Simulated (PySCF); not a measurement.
A PySCF script (with the pyscf-properties extension) for the NMR shieldings of SMILES C#CCCC[SiH]1CCC1, C8H14Si, on a GFN2-xTB geometry:

```python
import basis_set_exchange as bse
import numpy as np
from pyscf import gto, dft
from pyscf.prop import nmr

atoms = """
C     4.174786   -0.043907    1.474760
C     3.620257   -0.187709    0.424218
C     2.924709   -0.341796   -0.837147
C     1.553284    0.345293   -0.809317
C     0.612560   -0.299055    0.202864
Si   -1.057182    0.597934    0.308702
C    -2.490000   -0.247803    1.248826
C    -3.406687   -0.101747    0.019706
C    -2.365241    0.277389   -1.051461
H     4.671367    0.076869    2.390662
H     3.540114    0.090782   -1.632017
H     2.799288   -1.408911   -1.045016
H     1.688891    1.399293   -0.559655
H     1.112009    0.293932   -1.807062
H     1.094267   -0.287969    1.181797
H     0.468239   -1.348391   -0.061738
H    -0.863943    2.018169    0.636483
H    -2.310737   -1.291198    1.499001
H    -2.874946    0.237084    2.141426
H    -3.969561   -1.003654   -0.218700
H    -4.117437    0.709617    0.167523
H    -2.671686    1.105303   -1.685360
H    -2.137103   -0.562540   -1.705479
"""
names = dict.fromkeys(["C", "Si", "H"], "pcSseg-1")
basis = {el: gto.basis.parse(bse.get_basis(n, elements=[el], fmt="nwchem")) for el, n in names.items()}
mol = gto.M(atom=atoms, basis=basis, charge=0, verbose=0)
mf = dft.RKS(mol, xc="PBE0")
mf.grids.level = 2
mf.grids.alignment = dft.numint.BLKSIZE   # the property module wants whole blocks of grid points
mf.conv_tol = 1e-9
mf.kernel()

calc = nmr.RKS(mf)   # GIAO
C = mf.mo_coeff
Co = C[:, mf.mo_occ > 0]
resp = mf.gen_response(singlet=True, hermi=2)
def vind(x):   # induced exchange potential for any number of trial vectors
    d = np.einsum("pi,xij,qj->xpq", C, 2 * x.reshape(-1, C.shape[1], Co.shape[1]), Co, optimize=True)
    return np.einsum("xpq,pi,qj->xij", resp(d - d.transpose(0, 2, 1)), C, Co, optimize=True).ravel()
mo1, _ = nmr.rhf.solve_mo1(calc, with_cphf=vind)
sigma = calc.kernel(mo1)
for i, s in enumerate(sigma):   # ppm
    w = np.linalg.eigvalsh((s + s.T) / 2)
    print("%2d %-2s iso %8.1f  s11 %8.1f  s22 %8.1f  s33 %8.1f" % (i, mol.atom_pure_symbol(i), w.mean(), *w))
```

Task: What are the results?

Result: 
```
 0 C  iso    110.8  s11     35.3  s22     41.9  s33    255.2
 1 C  iso     97.9  s11     -4.5  s22      4.7  s33    293.5
 2 C  iso    162.3  s11    151.1  s22    159.9  s33    175.7
 3 C  iso    160.5  s11    151.4  s22    159.1  s33    171.1
 4 C  iso    168.2  s11    153.9  s22    167.7  s33    182.9
 5 Si iso    349.4  s11    305.4  s22    363.9  s33    378.8
 6 C  iso    172.7  s11    148.3  s22    174.8  s33    195.2
 7 C  iso    166.6  s11    151.7  s22    168.3  s33    179.9
 8 C  iso    172.3  s11    149.7  s22    173.6  s33    193.5
 9 H  iso     30.3  s11     24.8  s22     25.3  s33     40.9
10 H  iso     29.1  s11     23.3  s22     27.9  s33     36.0
11 H  iso     29.6  s11     25.1  s22     28.5  s33     35.2
12 H  iso     30.4  s11     25.0  s22     30.6  s33     35.6
13 H  iso     30.2  s11     24.5  s22     30.9  s33     35.4
14 H  iso     30.0  s11     24.5  s22     30.5  s33     35.1
15 H  iso     31.1  s11     26.4  s22     30.6  s33     36.3
16 H  iso     26.7  s11     23.4  s22     26.4  s33     30.5
17 H  iso     30.2  s11     26.9  s22     28.7  s33     35.0
18 H  iso     30.3  s11     26.1  s22     27.8  s33     37.1
19 H  iso     29.5  s11     24.9  s22     27.1  s33     36.4
20 H  iso     29.5  s11     25.3  s22     28.0  s33     35.2
21 H  iso     30.3  s11     26.0  s22     28.1  s33     36.8
22 H  iso     30.3  s11     26.7  s22     29.2  s33     34.9
```

These numbers come from an equivalent density-fitted implementation of the same equations, which agrees with the script to about 0.01 ppm for H and up to a few tenths of a ppm for heavy atoms, so last digits may differ.

Task: Turn these shieldings into chemical shifts. References, each an isolated molecule treated in the same way: ¹³C (186.93 ppm) and ²⁹Si (349.16 ppm) and ¹H (31.72 ppm) against TMS.

Result: Averaging equivalent atoms: C 1: 89.0; C 0: 76.1; C 3: 26.4; C 2: 24.7; C 7: 20.3; C 4: 18.8; C 6/8: 14.4; Si 5: -0.2; H 16: 4.98; H 10/11: 2.37; H 19: 2.23; H 20: 2.21; H 17/22: 1.47; H 18/21: 1.40; H 9: 1.39; H 12/13: 1.39; H 14/15: 1.15 ppm. 

Size and cost of the density-fitted run: 230 basis functions, 71 s wall time on 1 thread of an x86-64 server CPU, shared host.
